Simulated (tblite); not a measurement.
Species: C4H9FO2Si.
SMILES with atom numbers: `[F:1][C@@H:2]1[CH2:3][C@@H:4]([CH2:5][O:6][SiH3:7])[O:8]1` (hydrogens: H9 on C2; H10, H11 on C3; H12 on C4; H13, H14 on C5; H15, H16, H17 on Si7)

A start from a force field or distance geometry was refined with GFN2-xTB geometry optimisation, gas phase (tblite). Values at the start:

| coordinate | start |
| --- | --- |
| F1–C2 | 1.372 Å |
| C2–C3 | 1.528 Å |
| C2–O8 | 1.431 Å |
| C2–H9 | 1.080 Å |
| C3–C4 | 1.501 Å |
| C3–H10 | 1.102 Å |
| C3–H11 | 1.114 Å |
| C4–C5 | 1.485 Å |
| C4–O8 | 1.405 Å |
| C4–H12 | 1.119 Å |
| C5–O6 | 1.387 Å |
| C5–H13 | 1.108 Å |
| C5–H14 | 1.119 Å |
| O6–Si7 | 1.733 Å |
| Si7–H15 | 1.479 Å |
| F1–C2–O8 | 108.6° |
| C2–C3–C4 | 77.6° |
| C2–O8–C4 | 84.1° |
| C3–C2–O8 | 84.1° |
| C3–C4–C5 | 112.8° |
| C3–C4–O8 | 86.0° |
| C5–C4–O8 | 116.1° |
| C5–O6–Si7 | 106.0° |

Question: How do these coordinates change at the GFN2-xTB level?

Answer: 
```json
{"coordinate": "O6–Si7", "GFN2-xTB (Å or °)": "1.631", "change": "-0.102"}
{"coordinate": "C4–C5", "GFN2-xTB (Å or °)": "1.522", "change": "+0.037"}
{"coordinate": "C4–O8", "GFN2-xTB (Å or °)": "1.441", "change": "+0.036"}
{"coordinate": "C2–O8", "GFN2-xTB (Å or °)": "1.395", "change": "-0.036"}
{"coordinate": "C3–C4", "GFN2-xTB (Å or °)": "1.535", "change": "+0.034"}
{"coordinate": "C3–H11", "GFN2-xTB (Å or °)": "1.086", "change": "-0.028"}
{"coordinate": "C4–H12", "GFN2-xTB (Å or °)": "1.094", "change": "-0.025"}
{"coordinate": "C5–H14", "GFN2-xTB (Å or °)": "1.098", "change": "-0.021"}
{"coordinate": "Si7–H15", "GFN2-xTB (Å or °)": "1.460", "change": "-0.019"}
{"coordinate": "C2–H9", "GFN2-xTB (Å or °)": "1.097", "change": "+0.017"}
{"coordinate": "C3–H10", "GFN2-xTB (Å or °)": "1.086", "change": "-0.016"}
{"coordinate": "C5–H13", "GFN2-xTB (Å or °)": "1.097", "change": "-0.011"}
{"coordinate": "C5–O6", "GFN2-xTB (Å or °)": "1.384", "change": "-0.003"}
{"coordinate": "F1–C2", "GFN2-xTB (Å or °)": "1.369", "change": "-0.003"}
{"coordinate": "C2–C3", "GFN2-xTB (Å or °)": "1.527", "change": "-0.001"}
{"coordinate": "C5–O6–Si7", "GFN2-xTB (Å or °)": "127.9", "change": "+21.9"}
{"coordinate": "C3–C2–O8", "GFN2-xTB (Å or °)": "92.7", "change": "+8.6"}
{"coordinate": "C2–O8–C4", "GFN2-xTB (Å or °)": "92.6", "change": "+8.5"}
{"coordinate": "C2–C3–C4", "GFN2-xTB (Å or °)": "84.0", "change": "+6.4"}
{"coordinate": "C3–C4–O8", "GFN2-xTB (Å or °)": "90.6", "change": "+4.6"}
{"coordinate": "C5–C4–O8", "GFN2-xTB (Å or °)": "112.1", "change": "-4.0"}
{"coordinate": "C3–C4–C5", "GFN2-xTB (Å or °)": "116.5", "change": "+3.7"}
{"coordinate": "F1–C2–O8", "GFN2-xTB (Å or °)": "111.5", "change": "+2.9"}
```

The energy falls by 180.5 kJ/mol over 238 L-BFGS steps, the largest force on an atom goes from 3.57 to 0.010 eV/Å, and the atoms move by 1.470 Å rms after alignment. The bond that changes most is O6–Si7 (silyl ether oxygen to oxygen-bound silicon), which shortens by 0.102 Å. Bonds longer at the end by more than 0.005 Å: 5 of 17; shorter: 9. Among the dihedrals that turn most is H13–C5–O6–Si7, from 58° to -178°. Rotational constants go from 5797, 718.4, 698.5 to 3860, 912.6, 779.0 MHz.

Its GFN2-xTB frequencies are all real (lowest 38 cm⁻¹). One conformer, not necessarily the lowest.

These are computed values.
